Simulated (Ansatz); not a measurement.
Mulliken charges of C2H6AlB (`B[C](=C)[AlH2]`) from ωB97M-V/def2-TZVPP in Ansatz (PBE0-D4/def2-TZVP geometry).

| atom | x (Å) | y (Å) | z (Å) | charge (e) |
| --- | --- | --- | --- | --- |
| B1 | -1.399 | 0.267 | -0.783 | -0.162 |
| C2 | -0.049 | -0.080 | -0.119 | -0.238 |
| C3 | 0.634 | -1.116 | -0.650 | -0.117 |
| Al4 | 0.743 | 0.841 | 1.407 | 0.372 |
| H5 | -1.778 | -0.381 | -1.722 | 0.058 |
| H6 | -2.089 | 1.167 | -0.393 | 0.070 |
| H7 | 0.251 | -1.677 | -1.505 | 0.113 |
| H8 | 1.598 | -1.455 | -0.267 | 0.121 |
| H9 | 2.150 | 0.313 | 1.932 | -0.118 |
| H10 | 0.022 | 2.071 | 2.103 | -0.100 |

Task: By hand: the dipole of these point charges (1 e Å = 4.8032 D).

Result: Σ q r = (0.157, -0.131, -0.013) e Å, of length 0.205 e Å = 0.98 D.

Task: How does the dipole of the full density compare? (Best estimate.)

Result: Computed: (0.154, -0.190, -0.076) e Å, 1.23 D; the point charges give 0.80 times that, at 17° from its direction.

Point charges leave out the atoms' own dipoles, such as those of lone pairs, and Mulliken's split depends on the basis, so the two needn't agree.
